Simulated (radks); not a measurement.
The numbers below are computed, except where a source is named.
The lead ion Pb+, 81 electrons, occupied as [Xe] 4f13.5 5d10 6s2 6p1.5 (fractional occupations, a model configuration). Level of theory: scalar-relativistic Kohn-Sham, PBE, spin-polarised, spherical densities, finite nucleus; open shells are filled with parallel spins first (spin-orbit coupling, left out, can overturn this in heavy ions); Fermi nuclear charge, rms radius 5.5012 fm (a radial shooting solver on a logarithmic mesh with Libxc functionals).

Unscreened Slater integrals over Kohn-Sham orbitals (eV). They are taken over the spin-up orbitals.

integral     value
F0(6p,6p)   8.4870
F2(6p,6p)   4.5906
F0(6p,6s)   9.4916
G1(6p,6s)   5.7594
F0(6p,5d)   10.526
F2(6p,5d)   3.1854
G1(6p,5d)   1.2424
G3(6p,5d)   1.0373
F0(6p,5p)   10.798
F2(6p,5p)   2.3600
G0(6p,5p)  0.38500
G2(6p,5p)  0.51829
F0(6s,6s)   11.136
F0(6s,5d)   13.232
G2(6s,5d)   2.7440
F0(6s,5p)   13.782
G1(6s,5p)   1.0187
F0(5d,5d)   19.341
F2(5d,5d)   10.085
F4(5d,5d)   6.7277
F0(5d,5p)   21.684
F2(5d,5p)   10.933
G1(5d,5p)   13.322
G3(5d,5p)   8.2920
F0(5p,5p)   25.280
F2(5p,5p)   13.638

Derived for the open shells (J is the average intra-shell exchange parameter used in DFT+U). 6p: J = F2/5 = 0.9181 eV.
